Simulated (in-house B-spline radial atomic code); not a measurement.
**RPA and G0W0 on SCAN: Ge III (Ge2+)**

Configuration [Ar] 3d10 4s2, mean-field start SCAN. Computed with an all-electron radial atomic-structure program (B-spline basis): all electrons, non-relativistic, point nucleus, each spin shell either full or empty, empty states to l = 9 with an (l + 1/2)⁻⁴ tail; G0W0 by contour deformation at full frequency.

Command:
```bash
python run_gw.py task.json out
```
Settings (radii: box in bohr, nucleus in fm):
```
Z                        32
electrons                30
configuration            [Ar] 3d10 4s2
hamiltonian              nr
method                   scan,scan
lmax                     9
spin_polarised           False
box_radius               17.55
intervals                52
ion_configuration        [Ar] 3d10 4s1
```

Run time, properties included: 5.3 s on 1 thread of Arm Neoverse N1, with other jobs on the host.

Energies (hartree):

| term | value |
| --- | --- |
| mean-field total | -2076.25805 |
| Hartree-Fock functional on these orbitals | -2074.50659 |
| direct second order | -2.6728 |
| second-order exchange | 0.77134 |
| SOSEX correction | 0.6902 |

(1) What is the RPA correlation energy, and what remains with SOSEX?

Quasi-particle levels (eV):

```csv
level,occupied,mean field,Σx - vxc,Σc,QP weight,G0W0
4s,yes,-29.190,-2.84,?,?,?
3d,yes,-50.76,-14.04,4.21,0.869,-60.59
4p,no,-19.544,5.21,-1.45,0.945,-15.786
```

G0W0 = mean field + (Σx - vxc) + Σc, with Σc (partial-wave tail included) taken at the quasi-particle energy. Only the outer levels were computed. Levels of low weight are left out.

(2) Where does G0W0 put 4s?

(3) What does it cost to remove one electron (to [Ar] 3d10 4s1) by differences of total energies, each species on its own start (correlation terms add to the Hartree-Fock functional)?

Results:

(1) RPA gives -2.2412 hartree (-2.03 eV per electron); RPA + SOSEX gives -1.551, and the second-order doubles -1.9015 hartree (no singles). RPA lacks exchange-type terms and so overcorrelates at short range.

(2) At -33.96 eV, with Σc = -1.93 eV and a quasi-particle weight of 0.946. The tabulated removal energy is 34.058 ± 0.0012 eV (NIST, measured); the calculation leaves out relativity, Breit and QED terms, and what these don't explain is the method's own error.

(3) SCAN 33.61 eV, Hartree-Fock functional 31.59 eV, + RPA 33.94 eV, + RPA + SOSEX 33.39 eV, + second order 34.55 eV. Tabulated: 34.058 ± 0.0012 eV (NIST, measured); the calculation leaves out relativity, Breit and QED terms, and what these don't explain is the method's own error.
